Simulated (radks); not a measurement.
Valence configurations of Ga3+ (all share [Ar]). Calculated with a radial shooting solver on a logarithmic mesh with Libxc functionals: scalar-relativistic Kohn-Sham, BLYP, spin-polarised, spherical densities, finite nucleus; open shells are filled with parallel spins first; Fermi nuclear charge, rms radius 3.9973 fm. Energies are relative to 3d10; eigenvalues in eV for spin up.

| valence | E (eV) | moment (Bohr magnetons) | e(3d) | e(4p) | e(4s) |
|---|---|---|---|---|---|
| 3d10 | 0.000 | 0 | -52.477 | - | - |
| 3d9.5 4s0.5 | 8.267 | 1 | -57.010 | - | -38.663 |
| 3d9.5 4p0.5 | 13.102 | 1 | -57.728 | -29.394 | - |
| 3d9 4s1 | 17.635 | 2 | -61.729 | - | -40.315 |
| 3d9 4p1 | 27.661 | 2 | -63.136 | -31.056 | - |
| 3d8.5 4s1 4p0.5 | 33.380 | 3 | -67.321 | -31.938 | -42.305 |
| 3d8 4s2 | 41.734 | 2 | -71.673 | - | -42.586 |
| 3d8 4s1 4p1 | 50.765 | 4 | -73.056 | -33.493 | -44.223 |
| 3d8 4p2 | 61.523 | 4 | -74.383 | -34.149 | - |
| 3d7.5 4p2.5 | 80.981 | 5 | -80.214 | -35.615 | - |

NIST lists [Ar] 3d10 as the ground configuration; this level of theory agrees among the configurations tried. The energies are those of spherical high-spin densities, not of single terms.
